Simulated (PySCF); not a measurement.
C₅H₅Cl, SMILES C#C/C(C)=C/Cl.

The structure is a stationary point at PBE-D3(BJ)/def2-SVP. The structure was generated by enumeration; whether it is a known compound was not checked.

Two levels are set side by side: TDA-PBE/def2-SVPD (PySCF) and TDA-CAM-B3LYP/def2-SVPD (PySCF). Vertical, same geometry. The lowest singlet is HOMO−1→LUMO 97 % with PBE and HOMO−1→LUMO 88 % with the other functional; states are paired by order. Differences are taken from unrounded values.

| quantity | TDA-CAM-B3LYP |
|---|---|
| lowest singlet excitation (eV) | 5.46 |
| lowest triplet excitation (TDA) (eV) | 3.14 |
| first bright state (f over 0.05) (eV) | 5.57 |
| its oscillator strength | 0.39 |

**Question.** What does TDA-PBE give, and how far is it from TDA-CAM-B3LYP? (An estimate is asked for; the answer gives what the named calculation found.)

**Answer.** 
```tsv
quantity	TDA-PBE	TDA-PBE minus TDA-CAM-B3LYP
lowest singlet excitation (eV)	4.92	-0.54
lowest triplet excitation (TDA) (eV)	3.11	-0.03
first bright state (f over 0.05) (eV)	5.27	-0.30
its oscillator strength	0.38	-0.02
```

Functionals without exact exchange tend to place singlet excitations lower, as here. Differences between two approximate levels are no errors against the true value.

Rough cost on one machine, each run with all the roots and properties that it gave: TDA-CAM-B3LYP against TDA-PBE about 4 times.
